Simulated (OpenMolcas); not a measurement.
**F4+: effect of the level shift or regulariser**

```json
{
  "Program": "OpenMolcas 26.06",
  "Basis": "ANO-RCC-VTZP [4s3p2d1f]",
  "Scalar Hamiltonian": "DKH2, point nucleus",
  "Active space": "3 electrons in 4 orbitals (2s 2p)",
  "State averaging": "2S+1 = 4 odd, 1 root; 2S+1 = 2 odd, 11 roots (8 in the spin-orbit step); 2S+1 = 4 even, 3 roots; 2S+1 = 2 even, 9 roots",
  "Spin-orbit coupling": "state interaction with AMFI integrals over the reference wave functions, term energies averaged over their components"
}
```

Methods on the same reference wave functions:
A. CASSCF
B. SS-CASPT2, IPEA 0.25 Eh, imaginary shift 0.1 Eh (closed shells correlated: 1s)
C. SS-CASPT2, IPEA 0.25 Eh, real shift 0.2 Eh (closed shells correlated: 1s)

Energies in cm⁻¹ above 2s² 2p ²P°_1/2, the measured ground level; measured values from Moore, Atomic Energy Levels, vol. I, NSRDS-NBS 35 (1971 reprint of NBS Circular 467, 1949).

```json
{"Level": "2s² 2p ²P°_1/2", "A": "0.0", "B": "0.0", "C": "0.0", "Measured": "0.0"}
{"Level": "2s² 2p ²P°_3/2", "A": "701", "B": "701", "C": "701", "Measured": "746"}
{"Level": "2s 2p² ⁴P_1/2", "A": "79665", "B": "84480", "C": "84480", "Measured": ""}
{"Level": "2s 2p² ⁴P_3/2", "A": "79919", "B": "84740", "C": "84730", "Measured": ""}
{"Level": "2s 2p² ⁴P_5/2", "A": "80337", "B": "85150", "C": "85150", "Measured": ""}
{"Level": "2s 2p² ²D_3/2", "A": "158566", "B": "153780", "C": "153790", "Measured": "152898"}
{"Level": "2s 2p² ²D_5/2", "A": "158569", "B": "153780", "C": "153790", "Measured": "152876"}
{"Level": "2s 2p² ²S_1/2", "A": "202176", "B": "199360", "C": "199370", "Measured": "197565"}
{"Level": "2s 2p² ²P_1/2", "A": "226023", "B": "217310", "C": "217320", "Measured": "214881"}
{"Level": "2s 2p² ²P_3/2", "A": "226509", "B": "217800", "C": "217810", "Measured": "215348"}
{"Level": "2p³ ⁴S°_3/2", "A": "273674", "B": "276120", "C": "276120", "Measured": ""}
```

Deviations, from unrounded energies. A percentage is the sum of absolute deviations over the sum of measured energies, with the sign that they share, or ± where signs differ.

| Against measurement | Levels | A | B | C |
| --- | --- | --- | --- | --- |
| mean absolute deviation (cm-1) | 6 | 6400 | 1400 | 1400 |
| fine structure of the ground term (%) | 1 | -6.0 | -6.0 | -6.0 |
| other configurations (%) | 5 | +4.1 | +0.9 | +0.9 |

B, C lie about equally close to measurement and A furthest from it. The largest miss of B in the table is 2s 2p² ²P_3/2, by +2400 cm-1. The ranking rests on the paired levels alone, and a cruder setting can come out closer through cancelling errors.

Between B and C the level of the table that moves most is 2s 2p² ²D_3/2, by 12 cm-1 (lowest in B, highest in C). Moves below CASPT2's spread within the term are not significant.

The lowest spin-free term lies below A's lowest term by 0.041 hartree in B, 0.041 hartree in C.

Computed and measured levels are paired by configuration, term and J; levels that our copy of the source lacks, or whose pairing is in doubt (as where it misses far off the trend of its configuration), stay unpaired and out of the deviations. Levels of configurations outside the active space are missing. Levels that lie high or do not pair safely by name in every column are left out.

° marks odd parity.
